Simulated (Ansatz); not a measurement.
`C=C[SiH](F)[GeH3]` + HBr → `C=C[SiH](F)Br` + GeH₄ at 400 K and 1 bar (cleavage of the Si–Ge bond).

Calculated with Ansatz (gas phase, PBE0-D4/def2-TZVP geometries, no zero-point term in ΔE). CBS: MP2 limit from def2 TZ/QZ plus the TZ coupled-cluster correction, frozen cores. For Br, Ge outer-core shells are correlated without core-valence functions, which leaves a few kJ/mol of doubt a bond. Scalar relativity is left out up to krypton. Each species was taken in one conformer, which may not be the lowest.

```tsv
species	CCSD(T)/CBS energy (Eh)	H − E (kJ/mol)	S (J/(mol·K))
`C=C[SiH](F)[GeH3]`	-2545.34095	242.9	425.3
HBr	-2573.91920	27.6	207.2
`C=C[SiH](F)Br`	-3040.80170	177.3	382.9
GeH₄	-2078.49493	93.6	231.8
```

H − E and S are ideal-gas, rigid-rotor, harmonic terms from PBE0-D4/def2-TZVP, for one conformer and one mirror image of each species. 1 Eh = 2625.50 kJ/mol, R = 8.31446 J/(mol·K).

Question: By hand: ΔE, ΔH, ΔS and ΔG.

Answer: ΔE = (-3040.80170) + (-2078.49493) − (-2545.34095) − (-2573.91920) = -0.03648 Eh = -95.8 kJ/mol. Δ(H − E) = 177.3 + 93.6 − 242.9 − 27.6 = 0.4, so ΔH = -95.4 kJ/mol. ΔS = 382.9 + 231.8 − 425.3 − 207.2 = -17.8 J/(mol·K). ΔG = -95.4 − 400 × (-17.8)/1000 = -88.3 kJ/mol.

Question: By hand: the equilibrium constant, and the temperature at which ΔG would vanish if ΔH and ΔS stayed fixed.

Answer: log₁₀ K = −ΔG/(RT ln 10) = 11.5. ΔG = 0 at ΔH/ΔS = 5360 K, far beyond where these terms or the molecules hold.

ΔH outweighs TΔS. A doubt of 5 kJ/mol in ΔE shifts log₁₀ K by 0.7 here. Other conformers and mirror images would add mixing entropy, several J/(mol·K) or more a flexible species. These are equilibria of isolated gas molecules and say nothing of rates. Largest T1 diagnostic: 0.012 (customary marks: 0.02 for closed shells, 0.045 for open ones).
